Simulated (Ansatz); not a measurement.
Calculated with Ansatz (gas phase, PBE0-D4/def2-TZVP geometries, no zero-point term in ΔE). CCSD(T)/CBS adds triple-zeta CCSD(T) − MP2 to the extrapolated MP2 energy (def2 sets, frozen cores). This one scheme is used for every species, atoms too. Functionals use def2-TZVPP. B3LYP here is the variant with VWN-RPA as its local correlation; programs differ in this. No spin–orbit coupling; open shells (•) take unrestricted orbitals. Spin–orbit coupling would lower the free atoms: a little for C, O, Si. One conformer a species, not always the lowest.

`CCO[SiH2]N` → 2 C• + 9 H• + N• + O• + Si•  (atomization)

`CCO[SiH2]N`:

Cartesian coordinates in Å:
```
C 1.972 0.908 0.932
C 0.526 0.588 0.642
O 0.453 -0.562 -0.175
Si -0.967 -1.298 -0.558
N -2.083 -0.384 -1.469
H 2.516 1.090 0.003
H 2.451 0.076 1.451
H 2.048 1.800 1.559
H 0.045 1.435 0.136
H -0.019 0.418 1.581
H -0.536 -2.478 -1.340
H -1.686 -1.648 0.697
H -1.925 -0.121 -2.426
H -2.796 0.176 -1.034
```

```
             level  ΔE (kJ/mol)  difference from CCSD(T)/CBS
            PBE-D4       5251.2                         50.4
         r2SCAN-D4       5183.7                        -17.1
           PBE0-D4       5175.3                        -25.5
          B3LYP-D4       5199.9                         -0.9
           ωB97X-V       5211.0                         10.2
           ωB97M-V       5210.7                          9.9
            B2PLYP       5142.8                        -58.0
               PBE       5226.5                         25.7
            r2SCAN       5177.2                        -23.6
              PBE0       5154.5                        -46.3
             B3LYP       5160.5                        -40.3
     HF/def2-TZVPP       3793.6                      -1407.2
    MP2/def2-TZVPP       5113.6                        -87.2
SCS-MP2/def2-TZVPP       5123.6                        -77.2
   CCSD/def2-TZVPP       4999.5                       -201.3
CCSD(T)/def2-TZVPP       5062.4                       -138.4
     HF/def2-QZVPP       3803.3                      -1397.5
    MP2/def2-QZVPP       5196.4                         -4.4
SCS-MP2/def2-QZVPP       5217.2                         16.4
      HF/CBS(def2)       3804.8                      -1396.0
     MP2/CBS(def2)       5252.0                         51.2
    CCSD/CBS(def2)       5137.9                        -62.9
       CCSD(T)/CBS       5200.8                            0
```

Largest T1 diagnostic among the species: 0.012.

The D4 term adds +39.4 kJ/mol with B3LYP and +20.9 kJ/mol with PBE0; it sums over pairs of atoms, weighted by their polarisabilities, and B3LYP, whose exchange is more repulsive, gets the larger term. In def2-TZVPP, CCSD(T) changes the Hartree–Fock value by +1268.8 kJ/mol (the triples alone add +62.9 kJ/mol) and MP2 by +1320.0 kJ/mol; breaking electron pairs costs correlation energy, which Hartree–Fock lacks.

For atomizations the MP2-based limit and the directly extrapolated one differ by several kJ/mol either way, and by 10 to 25 for some Ge, Se and Sn compounds, so smaller differences from it don't rank the levels.
